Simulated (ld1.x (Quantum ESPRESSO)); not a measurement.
**Ga: one change to an ultrasoft potential, before and after**

- Element: Ga (Z = 31)
- Generator: ld1.x (Quantum ESPRESSO) 7.5
- Type: ultrasoft
- Functional: LDA (PZ)
- Relativity: fully relativistic
- Frozen core: [Ar]
- Valence charge: 13
- Reference configuration: 3d10 4s2 4p1
- Partial waves: 4s (bound): rcut 1.75, rcutus 2.35 bohr; 4s channel at 0.2 Ry: rcut 1.75, rcutus 2.35 bohr; 4p (bound): rcut 1.85, rcutus 1.95 bohr; 4p channel at 0.7 Ry: rcut 1.85, rcutus 1.95 bohr; 3d (bound): rcut 0.55, rcutus 0.65 bohr; 3d channel at -0.1 Ry: rcut 0.55, rcutus 0.65 bohr
- Local potential: all-electron potential smoothed inside 2.10 bohr (lloc = -1)
- Core correction: none
- Augmentation charge: built from norm-conserving waves at rcut, not smoothed further

Open shells are filled in proportion to 2j + 1 (rel_dist='average').

All-electron outer shells of the reference configuration (LDA (PZ), scalar-relativistic, ld1.x):

```json
{"shell": "3s", "level (eV)": "-147.43", "outermost node (bohr)": "0.27", "outermost maximum (bohr)": "0.56"}
{"shell": "3p", "level (eV)": "-98.65", "outermost node (bohr)": "0.24", "outermost maximum (bohr)": "0.56"}
{"shell": "3d", "level (eV)": "-19.40", "outermost node (bohr)": "–", "outermost maximum (bohr)": "0.53"}
{"shell": "4s", "level (eV)": "-9.17", "outermost node (bohr)": "0.81", "outermost maximum (bohr)": "1.87"}
{"shell": "4p", "level (eV)": "-2.74", "outermost node (bohr)": "0.87", "outermost maximum (bohr)": "2.53"}
```

Change: local potential all-electron potential smoothed inside 1.45 bohr (lloc = -2).

Cutoffs: the cutoffs (Ry, on a coarse ladder) from which the occupation-weighted sum of valence levels, in a spherical-Bessel basis at the reference potential, stays within 10 and 1 mRy of its value at 400 Ry; they do not see the model core or the augmentation charge, which bear on the density cutoff. Errors are all-electron minus pseudo energies relative to the spin-unpolarised reference configuration.

Q: What does the change do?

A: Of the 7 tests that both files solve, the error grows in 1 and shrinks in 1 by more than 15 % and 0.3 meV (median size 0.2 → 0.1 meV); neither file shows a bound ghost.

```csv
quantity,base,changed
"cutoff, loose",over 300 Ry,over 300 Ry
"cutoff, tight",over 300 Ry,over 300 Ry
bound ghosts,none,none
"error for 3d10 4s2 4p0, meV [ΔE 5.89 eV]",-0.5,-0.5
"error for 3d10 4s1 4p0, meV [ΔE 27.39 eV]",-2.4,-1.8
"error for 3d10 4s0 4p0, meV [ΔE 58.99 eV]",+2.8,+5.3
"error for 3d10 4s1 4p2, meV [ΔE 6.61 eV]",0.0,+0.1
"error for 3d10 4s2 4p1.3, meV [ΔE -0.58 eV]",0.0,0.0
"error for 3d10 4s2 4p0.5, meV [ΔE 2.12 eV]",-0.1,-0.1
"error for 3d10 4s1 4p1, meV [ΔE 13.34 eV]",-0.2,-0.1
s: phases at 2.55 bohr within 0.05 rad from the reference energy up to (Ry; the scan ends near 5),3.1,3.0
p1/2: phases at 2.55 bohr within 0.05 rad from the reference energy up to (Ry; the scan ends near 5),4.3,4.3
p3/2: phases at 2.55 bohr within 0.05 rad from the reference energy up to (Ry; the scan ends near 5),4.3,4.3
d3/2: phases at 2.55 bohr within 0.05 rad from the reference energy up to (Ry; the scan ends near 5),to the end of the scan,to the end of the scan
d5/2: phases at 2.55 bohr within 0.05 rad from the reference energy up to (Ry; the scan ends near 5),to the end of the scan,to the end of the scan
lowest overlap eigenvalue by channel,"s 0.38, p1/2 0.47, p3/2 0.43, d3/2 1.00, d5/2 1.00","s 0.36, p1/2 0.44, p3/2 0.41, d3/2 1.00, d5/2 1.00"
```
